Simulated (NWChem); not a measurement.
C2H5FOSi; SMILES C=C(F)[SiH2]O

```xyz
10

C      0.9686     1.8071     0.4026
C      0.0684     0.9084     0.0061
F     -1.2383     1.2987    -0.1378
Si     0.3572    -0.8999    -0.4263
O     -0.3873    -1.9425     0.6373
H      0.6954     2.8393     0.6053
H      2.0056     1.5176     0.5324
H      1.8089    -1.1676    -0.3186
H     -0.1351    -1.1050    -1.8166
H     -1.3544    -1.9273     0.6547
```
Atoms are numbered in this order, from 1.

Computed with NWChem. Pople sets run with spherical d functions. Geometry: optimised at B3LYP/6-31G* (spherical d). Total energies compare along this basis series because the functional is fixed.

```json
[
 {"level": "Hartree-Fock/STO-3G", "basis functions": "34", "energy (Ha)": "-535.1711", "highest occupied level (eV)": "-8.03", "orbital gap (eV)": "16.31", "dipole (D)": "0.72"},
 {"level": "Hartree-Fock/3-21G", "basis functions": "59", "energy (Ha)": "-538.9687", "highest occupied level (eV)": "-10.51", "orbital gap (eV)": "13.98", "dipole (D)": "0.84"},
 {"level": "Hartree-Fock/6-31G*", "basis functions": "84", "energy (Ha)": "-541.8639", "highest occupied level (eV)": "-10.36", "orbital gap (eV)": "13.67", "dipole (D)": "0.58"},
 {"level": "Hartree-Fock/6-31+G*", "basis functions": "104", "energy (Ha)": "-541.8773", "highest occupied level (eV)": "-10.57", "orbital gap (eV)": "12.18", "dipole (D)": "0.74"},
 {"level": "Hartree-Fock/6-311G**", "basis functions": "128", "energy (Ha)": "-541.9658", "highest occupied level (eV)": "-10.53", "orbital gap (eV)": "…", "dipole (D)": "0.70"},
 {"level": "Hartree-Fock/6-311++G**", "basis functions": "153", "energy (Ha)": "-541.9732", "highest occupied level (eV)": "-10.62", "orbital gap (eV)": "11.90", "dipole (D)": "0.85"}
]
```

Question: Some entries are withheld; supply them.

Answer: 
- Hartree-Fock/6-311G**, orbital gap (eV): 13.42
